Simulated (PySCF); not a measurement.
CH₃ClMoO₃, SMILES [Cl][Mo](=[O])(=[O])[O]C, multiplicity 1. Atoms are numbered in the order given.

```xyz
9

Mo     0.1913    -0.1235     0.2124
O      1.8334    -0.3100     0.5973
O     -0.6835    -1.2750     1.0979
Cl    -0.5167     1.9814     0.7660
O     -0.0597    -0.4502    -1.5962
C     -0.8194    -1.2855    -2.4474
H     -1.3885    -0.6504    -3.1581
H     -0.1357    -1.9424    -3.0246
H     -1.5320    -1.9114    -1.8683
```

The structure is a stationary point at PBE-D3(BJ)/def2-SVP. The spin state was assumed, not searched. The def2 effective core potentials stand for the cores of Mo; spin–orbit coupling is left out. Other conformers were not sampled.

All values below come from PySCF with PBE-D3(BJ)/def2-SVP.

Frequencies are harmonic and unscaled.

Computed vibrational spectrum:
```json
[
 {"mode": "1", "ν (cm⁻¹)": "40", "IR (km/mol)": "2.6", "moving atoms (share of kinetic energy)": "C 35 %, H 24 %, O 19 %, Cl 17 %"},
 {"mode": "2", "ν (cm⁻¹)": "77", "IR (km/mol)": "0.0", "moving atoms (share of kinetic energy)": "H 97 %"},
 {"mode": "3", "ν (cm⁻¹)": "96", "IR (km/mol)": "2.6", "moving atoms (share of kinetic energy)": "O 34 %, C 29 %, H 17 %, Cl 10 %, Mo 9 %"},
 {"mode": "4", "ν (cm⁻¹)": "167", "IR (km/mol)": "5.4", "moving atoms (share of kinetic energy)": "O 63 %, Cl 19 %"},
 {"mode": "5", "ν (cm⁻¹)": "182", "IR (km/mol)": "3.0", "moving atoms (share of kinetic energy)": "O 63 %, Cl 22 %, Mo 15 %"},
 {"mode": "6", "ν (cm⁻¹)": "251", "IR (km/mol)": "5.4", "moving atoms (share of kinetic energy)": "O 80 %"},
 {"mode": "7", "ν (cm⁻¹)": "268", "IR (km/mol)": "2.7", "moving atoms (share of kinetic energy)": "O 67 %, Cl 13 %"},
 {"mode": "8", "ν (cm⁻¹)": "334", "IR (km/mol)": "1.2", "moving atoms (share of kinetic energy)": "O 84 %, Cl 9 %"},
 {"mode": "9", "ν (cm⁻¹)": "424", "IR (km/mol)": "57.5", "moving atoms (share of kinetic energy)": "Cl 51 %, Mo 34 %, O 15 %"},
 {"mode": "10", "ν (cm⁻¹)": "599", "IR (km/mol)": "60.7", "moving atoms (share of kinetic energy)": "O 41 %, C 27 %, Mo 23 %, H 9 %"},
 {"mode": "11", "ν (cm⁻¹)": "988", "IR (km/mol)": "147.4", "moving atoms (share of kinetic energy)": "O 81 %, Mo 19 %"},
 {"mode": "12", "ν (cm⁻¹)": "1001", "IR (km/mol)": "109.9", "moving atoms (share of kinetic energy)": "O 88 %, Mo 12 %"},
 {"mode": "13", "ν (cm⁻¹)": "1109", "IR (km/mol)": "125.9", "moving atoms (share of kinetic energy)": "H 44 %, C 29 %, O 27 %"},
 {"mode": "14", "ν (cm⁻¹)": "1117", "IR (km/mol)": "4.4", "moving atoms (share of kinetic energy)": "H 76 %, C 19 %"},
 {"mode": "15", "ν (cm⁻¹)": "1137", "IR (km/mol)": "166.2", "moving atoms (share of kinetic energy)": "O 37 %, H 35 %, C 28 %"},
 {"mode": "16", "ν (cm⁻¹)": "1402", "IR (km/mol)": "8.5", "moving atoms (share of kinetic energy)": "H 94 %"},
 {"mode": "17", "ν (cm⁻¹)": "1407", "IR (km/mol)": "2.7", "moving atoms (share of kinetic energy)": "H 93 %"},
 {"mode": "18", "ν (cm⁻¹)": "1413", "IR (km/mol)": "19.1", "moving atoms (share of kinetic energy)": "H 95 %"},
 {"mode": "19", "ν (cm⁻¹)": "2948", "IR (km/mol)": "42.9", "moving atoms (share of kinetic energy)": "H 98 %"},
 {"mode": "20", "ν (cm⁻¹)": "3048", "IR (km/mol)": "9.7", "moving atoms (share of kinetic energy)": "H 90 %, C 10 %"},
 {"mode": "21", "ν (cm⁻¹)": "3053", "IR (km/mol)": "9.0", "moving atoms (share of kinetic energy)": "H 90 %, C 10 %"}
]
```
